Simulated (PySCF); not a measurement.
# Al: excitation energy

Al [Ne] 3s2 3p1 (2P) → Al [Ne] 3s2 4s1 (2S), as a difference of total energies. Calculation: PySCF 2.14, in dyall-acv3z (19s12p6d4f, 113 functions); scalar relativity by spin-free X2C-1e. Correlated levels: valence: [Ne] frozen; virtual orbitals above 40 to 60 times the deepest correlated orbital energy dropped. The calculations carry no spin-orbit coupling.

```csv
method,excitation energy (eV)
UHF,2.977
MP2 (valence),3.063
SCS-MP2 (valence),3.066
CCSD (valence),3.132
CCSD(T) (valence),3.143
```

Q: How much does correlation contribute at CCSD(T) (valence)?

A: 3.143 − (2.977) = 0.166 eV, measured against UHF.

Errors of the correlated levels include the incompleteness of this basis and the frozen core.

For comparison: 3.133 eV (measured; NIST levels, between the centres of gravity of the two terms).
